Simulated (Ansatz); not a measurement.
Cost and result for the atomization energy of CH2BF3O2Se, SMILES `OB(O)[Se]C(F)(F)F` (10 atoms, 9 bonds).

```xyz
10

O     0.535   -0.694   -2.348
B     0.184   -0.479   -1.052
O    -0.382   -1.461   -0.323
Se    0.510    1.292   -0.234
C    -0.199    0.935    1.565
F     0.457   -0.034    2.191
F    -0.058    2.054    2.277
F    -1.488    0.617    1.555
H     0.933    0.046   -2.808
H    -0.493   -2.276   -0.823
```

The species carries charge 0 and has multiplicity 1. Correlated methods include outer-core shells of Se, which these sets cover unevenly. Scalar relativity is left out up to krypton. All single points use the PBE0-D4/def2-TZVP geometry. It is one conformer, not always the lowest. Program: Ansatz. All runs use 2 threads of an AMD EPYC 7R13 on a shared host and a share of an NVIDIA H100 80 GB. Times are those of one run each, without the atoms' runs, and a repeat can differ threefold. Electronic energies, without spin–orbit coupling; frozen cores. CCSD(T)/CBS adds CCSD(T) − MP2 in def2-TZVPP to the MP2 limit, and its time is that of the two runs behind it. T1 = 0.012. With those shells the extrapolation isn't a true limit. B3LYP takes the VWN-RPA correlation (the form of Gaussian; ORCA's B3LYP/G).

CCSD(T)/CBS is a level of theory with its own doubt, some kJ/mol a heavy atom from the limit and from the frozen cores, so smaller differences don't rank the functionals.

| level | functions | wall time | atomization (kcal/mol) | difference from CCSD(T)/CBS | per bond |
| --- | --- | --- | --- | --- | --- |
| B3LYP-D4/def2-TZVPP (with forces) | 293 | 2.3 s | 970.4 | -7.5 | -0.8 |
| ωB97X-V/def2-TZVPP | 293 | 2.6 s | 980.0 | 2.1 | 0.2 |
| B2PLYP/def2-TZVPP | 293 | 2.7 s | 964.5 | -13.4 | -1.5 |
| PBE-D4/def2-TZVPP (with forces) | 293 | 3 s | 1021.8 | 43.9 | 4.9 |
| PBE0-D4/def2-TZVPP | 293 | 3.2 s | 981.1 | 3.2 | 0.4 |
| r2SCAN-D4/def2-TZVPP (with forces) | 293 | 3.4 s | 989.1 | 11.2 | 1.2 |
| ωB97M-V/def2-TZVPP (with forces) | 293 | 3.6 s | 981.2 | 3.3 | 0.4 |
| MP2/def2-QZVPP | 548 | 4.5 s | 1013.0 | 35.1 | 3.9 |
| CCSD(T)/def2-TZVPP | 293 | 9 s | 947.1 | -30.8 | -3.4 |
| CCSD(T)/CBS(def2) | – | 14 s | 977.9 | 0.0 | 0.0 |

The D4 term adds +9.7 kcal/mol with B3LYP and +5.0 kcal/mol with PBE0; it sums over pairs of atoms, weighted by their polarisabilities, and B3LYP, whose exchange is more repulsive, gets the larger term. In def2-TZVPP, CCSD(T) changes the Hartree–Fock value by +290.6 kcal/mol (the triples alone add +23.2 kcal/mol) and MP2 by +338.4 kcal/mol; breaking electron pairs costs correlation energy, which Hartree–Fock lacks. From PBE to PBE0 (25 % exact exchange), in def2-TZVPP and without D4, the atomization energy moves by −39.7 kcal/mol: exact exchange takes away binding that semilocal exchange gives to molecules.
